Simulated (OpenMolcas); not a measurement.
A calculation on Sb.

* Program: OpenMolcas
* Method: SS-RASPT2, IPEA 0.25 Eh, imaginary shift 0.1 Eh (closed shells correlated: 4d)
* Basis: ANO-RCC-VTZP [7s6p4d2f1g]
* Scalar Hamiltonian: DKH2, point nucleus
* Active space: 5 electrons in 9 orbitals (RAS2 5s 5p; RAS3 5d, at most 2 electrons)
* State averaging: 2S+1 = 4 odd, 1 root; 2S+1 = 2 odd, 8 roots; 2S+1 = 4 even, 3 roots; 2S+1 = 2 even, 5 roots (0 in the spin-orbit step)
* Spin-orbit coupling: RASSI with atomic mean-field integrals over the reference wave functions, term energies averaged over their components

**Question.** Which level of the active space comes out lowest?

**Answer.** 5s² 5p³ ⁴S°_3/2, with 97 % of that term; it is also the measured ground level.

**Question.** How high does 5s² 5p³ ²D°_3/2 lie?

**Answer.** 1.217 eV above the lowest level; measured 1.0554 eV above the ground level, so the calculation is off by +15 %.

**Question.** How high does 5s² 5p³ ²P°_1/2 lie?

**Answer.** 2.215 eV above the lowest level; measured 2.0328 eV above the ground level, so the calculation is off by +9 %.

**Question.** How high does 5s² 5p³ ²D°_5/2 lie?

**Answer.** 1.345 eV above the lowest level; measured 1.2217 eV above the ground level, so the calculation is off by +10 %.

**Question.** The level at 2.390 eV has J = 3/2. What is it made of, and what is its g factor?

**Answer.** 87 % 5s² 5p³ ²P°_3/2, 11 % 5s² 5p³ ²D°; g = 1.286, against 1.334 from Landé's formula for the pure leading term.

Measured values: NIST Handbook of Basic Atomic Spectroscopic Data.

Some high roots are left out of the spin-orbit mixing, which shifts the levels that they would mix with. Active for correlation alone: 5d; no level in the range computed is led by a configuration that fills it, so any true level of that kind is missing. Some terms miss by over 15 % even with CASPT2, which points to a basis or an active space too small for the shells correlated. Computed and measured levels are paired by configuration, term and J; levels that our copy of the source lacks, or whose pairing is in doubt (as where it misses far off the trend of its configuration), stay unpaired and out of the deviations. Only configurations of the active space appear.

° marks odd parity.
